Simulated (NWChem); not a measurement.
System: MgH2S; SMILES [MgH][SH]

```xyz
4

Mg     0.0197    -1.2609     0.0000
H      0.0154    -2.9548     0.0000
S      0.0646     1.0578     0.0000
H     -1.2848     1.1611     0.0000
```
Atoms are numbered in this order, from 1.

Coordinates come from a PBE0/def2-SVP optimisation.

Symmetry labels are those of Cs in the frame above (b1 and b2, or b-type labels, depend on it).

Task: List the 4 lowest vertical singlet excitations and the 4 lowest triplet ones from BHandHLYP/def2-SVPD, full TDDFT (NWChem).

Result: 
```
state  energy (eV)  oscillator strength  symmetry  leading excitation (squared amplitude)
-----  -----------  -------------------  --------  --------------------------------------
S1            5.08                0.059        a"                      HOMO → LUMO (0.92)
S2            5.44                0.000        a"                    HOMO → LUMO+1 (0.87)
S3            5.86                0.006        a'                    HOMO → LUMO+2 (0.65)
S4            6.03                0.027        a'                  HOMO−1 → LUMO+1 (0.90)
T1            4.70       spin-forbidden        a"                      HOMO → LUMO (0.85)
T2            4.90       spin-forbidden        a'                    HOMO−1 → LUMO (0.75)
T3            5.31       spin-forbidden        a"                    HOMO → LUMO+1 (0.72)
T4            5.45       spin-forbidden        a'                    HOMO → LUMO+2 (0.85)
```
